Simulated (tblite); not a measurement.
Compound: CH₉BNSi₂ (doublet state).
Numbering: `[NH2:1][B:2][SiH2:3][CH2:4][SiH3:5]` (hydrogens: H6, H7 on N1; H8, H9 on Si3; H10, H11 on C4; H12, H13, H14 on Si5)

Computed with GFN2-xTB (tblite), gas phase: L-BFGS steps from a force-field or distance-geometry start until the largest atomic force falls under 0.01 eV/Å.

Step 46: E = -387.8540 eV
```
atom  x, y, z in Å  |  force x, y, z in eV/Å
N1     -2.9045   -0.3421    0.7963    0.006  -0.001   0.013
B2     -1.6612    0.1776    0.5793    0.003   0.023  -0.027
Si3    -0.5958    0.5929   -0.9711    0.011  -0.026   0.008
C4      1.1624    1.1755   -0.4702    0.017   0.006   0.015
Si5     2.1783    0.0101    0.6142    0.012  -0.020  -0.012
H6     -3.5628   -0.6189    0.0757    0.003  -0.025  -0.035
H7     -3.2993   -0.5050    1.7119   -0.032   0.005   0.044
H8     -0.3722   -0.5014   -1.9503    0.008   0.017   0.023
H9     -1.1147    1.6953   -1.8214   -0.012  -0.008   0.020
H10     1.7232    1.3939   -1.3795    0.026  -0.004   0.007
H11     1.0682    2.1267    0.0564   -0.010   0.032  -0.016
H12     1.5658   -0.1263    1.9447    0.009   0.013  -0.052
H13     2.2657   -1.3236    0.0087   -0.006   0.006  -0.005
H14     3.5464    0.5247    0.7833   -0.037  -0.017   0.015
```

Step 47: E = -387.8546 eV
```
atom  x, y, z in Å  |  force x, y, z in eV/Å
N1     -2.8999   -0.3405    0.7999   -0.005  -0.006   0.012
B2     -1.6624    0.1862    0.5718    0.022   0.030  -0.002
Si3    -0.5942    0.5931   -0.9769    0.008  -0.018  -0.013
C4      1.1609    1.1774   -0.4674    0.015   0.018   0.003
Si5     2.1750    0.0069    0.6132   -0.005   0.005  -0.023
H6     -3.5571   -0.6301    0.0843   -0.018  -0.038  -0.053
H7     -3.2916   -0.4968    1.7178   -0.031   0.010   0.055
H8     -0.3629   -0.5028   -1.9525    0.006   0.016   0.022
H9     -1.1152    1.6916   -1.8325    0.000  -0.016   0.031
H10     1.7238    1.4033   -1.3734    0.032  -0.009  -0.001
H11     1.0616    2.1258    0.0631   -0.006   0.031  -0.006
H12     1.5592   -0.1278    1.9408    0.002   0.003  -0.029
H13     2.2591   -1.3233    0.0029   -0.005  -0.016  -0.011
H14     3.5429    0.5166    0.7866   -0.015  -0.009   0.015
```

Q: Estimate the geometry and energy of step 48. (The exact step hangs on the optimiser's Hessian estimate; all steps are aligned on step 47, rigid shifts and turns removed.)

A: E = -387.8552 eV, largest force 0.059 eV/Å
```
atom  x, y, z in Å  |  force x, y, z in eV/Å
N1     -2.8945   -0.3387    0.8037   -0.019  -0.013  -0.002
B2     -1.6616    0.1946    0.5664    0.008   0.025   0.027
Si3    -0.5924    0.5927   -0.9821    0.007  -0.005  -0.019
C4      1.1597    1.1795   -0.4651    0.011   0.032  -0.012
Si5     2.1716    0.0040    0.6116   -0.019   0.024  -0.031
H6     -3.5491   -0.6413    0.0907   -0.015  -0.041  -0.039
H7     -3.2860   -0.4876    1.7233   -0.020   0.017   0.041
H8     -0.3536   -0.5037   -1.9540    0.005   0.005   0.011
H9     -1.1177    1.6867   -1.8416    0.011  -0.019   0.036
H10     1.7245    1.4125   -1.3680    0.035  -0.011  -0.005
H11     1.0546    2.1253    0.0692    0.002   0.025  -0.001
H12     1.5518   -0.1290    1.9361   -0.006  -0.007  -0.006
H13     2.2523   -1.3234   -0.0031   -0.003  -0.032  -0.015
H14     3.5397    0.5079    0.7908    0.004   0.000   0.014
```

The energy changes by -0.0005 eV. The first-order estimate −F·Δx gives -0.0007 eV and the mean of the old and new forces, exact on a quadratic surface, -0.0005 eV. The step makes an angle of 81° with the force vector and moves no atom by more than 0.015 Å.

What follows is the cost of the whole relaxation. Hardware: one thread, Arm Neoverse V1 (aarch64), shared host with 64 logical CPUs at a one-minute load of 35. Cost: 0.83 s wall.
